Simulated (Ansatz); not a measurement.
A set of 12 reactions (ligand exchange), with CCSD(T)/CBS values in kJ/mol:

| reaction | ΔE |
| --- | --- |
| `C[SiH2]OB(N)F` + H–F → `NB(F)F` + `C[SiH2]O` | -9.8 |
| `CB(F)C=O` + `BNC` → `BN(C)B(C)F` + `C=O` | -104.6 |
| `[Cl][Ge][Br]` + CH₃OH → `C[O][Ge][Cl]` + HBr | 28.8 |
| `F[SiH]([SiH3])Cl` + `C[SeH]` → `C[Se][SiH](F)Cl` + SiH₄ | -73.7 |
| `O[SiH](O)[Si](F)(Cl)Cl` + `[OH][GeH3]` → `F[Si](Cl)(Cl)[O][GeH3]` + `O[SiH2]O` | -156.1 |
| `[NH2][Zr]([NH2])([NH2])[I]` + H–F → `[NH2][Zr]([NH2])([F])[I]` + NH₃ | -106.5 |
| `N=[C]([AlH2])[SiH3]` + `NCF` → `FC[NH][AlH2]` + `N=C[SiH3]` | -101.4 |
| `[AlH2][O]C[SiH2][SiH3]` + HBr → `[AlH2][Br]` + `OC[SiH2][SiH3]` | -28.2 |
| `Cl[BH][SbH2]` + `CCN` → `CC[NH][SbH2]` + `BCl` | 23.7 |
| `C[SiH2][NH][GeH3]` + `O[SiH3]` → `C[SiH2]O[SiH3]` + `[NH2][GeH3]` | -51.8 |
| `[F][Ge]([F])([SH])[SH]` + H–F → `[F][Ge]([F])([F])[SH]` + H₂S | -5.7 |
| `C[N](C)[Hf]([F])([N](C)C)[N](C)C` + HBr → `C[N](C)[Hf]([Br])([N](C)C)[N](C)C` + H–F | -17.0 |

Gas-phase electronic energies from Ansatz, PBE0-D4/def2-TZVP geometries. CCSD(T)/CBS adds triple-zeta CCSD(T) − MP2 to the extrapolated MP2 energy (def2 sets, frozen cores). This one scheme is used for every species. Functionals use def2-TZVPP. B3LYP here is the variant with VWN-RPA as its local correlation; programs differ in this. def2 core potentials past Kr. For Br, Ge, Hf, I, Sb, Se, Zr outer-core shells are correlated without core-valence functions, which leaves a few kJ/mol of doubt a bond. Scalar relativity is left out up to krypton. Each species was taken in one conformer, which may not be the lowest.

Q: Give the mean, mean absolute and largest difference (level minus CCSD(T)/CBS, kJ/mol) for: PBE-D4, r2SCAN-D4, B3LYP-D4, ωB97X-V, B2PLYP, PBE, PBE0, B3LYP, HF/def2-TZVPP, SCS-MP2/def2-TZVPP, CCSD/def2-TZVPP, HF/def2-QZVPP, SCS-MP2/def2-QZVPP, HF/CBS(def2). (Best estimate.)

A: Computed: 
```
             level  mean  mean absolute  largest
            PBE-D4   7.3           10.0     33.1
         r2SCAN-D4   0.5            5.7     15.0
          B3LYP-D4   1.9            6.1     18.8
           ωB97X-V  -0.2            6.1     18.5
            B2PLYP  -0.9            5.7     15.5
               PBE   7.1           12.0     32.3
              PBE0   4.6            9.2     19.1
             B3LYP   1.5            9.7     27.5
     HF/def2-TZVPP  -7.0           12.0    -26.8
SCS-MP2/def2-TZVPP  -3.7            4.9    -10.6
   CCSD/def2-TZVPP  -1.5            4.1    -11.1
     HF/def2-QZVPP  -7.6           12.7    -29.7
SCS-MP2/def2-QZVPP  -3.4            4.1     -9.6
      HF/CBS(def2)  -7.7           12.8    -30.1
```

The largest T1 diagnostic in the set is 0.015, for `C=O` (customary mark 0.02).

CCSD(T)/CBS is a level of theory with its own doubt, and the functionals carry their triple-zeta basis error, so these figures describe this set and don't rank the functionals.
